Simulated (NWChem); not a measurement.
System: SiNH$_{3}$F$_{2}$; SMILES N[SiH](F)F

```xyz
7

Si     0.3146     0.0730     0.0049
N     -0.0961    -1.5660    -0.0998
F     -0.0954     0.8067    -1.3721
F     -0.5073     0.8915     1.1323
H      1.7539     0.2276     0.2886
H     -1.0070    -1.8910    -0.4012
H      0.4202    -2.2735     0.4075
```
Atoms are numbered in this order, from 1.

Computed with NWChem. Pople sets run with spherical d functions. All runs use the structure optimised with PBE0/def2-SVP. Atomic charges in e: unrestrained fits to the electrostatic potential beside Mulliken populations; buried atoms are poorly determined by the fit.

For level Hartree-Fock/6-31G*:

```
Property      Value
------------  -----
ESP Si1        1.35
Mulliken Si1   1.53
ESP N2        -1.17
Mulliken N2   -1.08
Mulliken F3   -0.54
Mulliken F4   -0.54
```

**Question.** Estimate the same quantities for level B3LYP/def2-SVP.

**Answer.** 
* **ESP Si1**: 1.15
* **Mulliken Si1**: 0.91
* **ESP N2**: -0.98
* **Mulliken N2**: -0.37
* **Mulliken F3**: -0.34
* **Mulliken F4**: -0.34
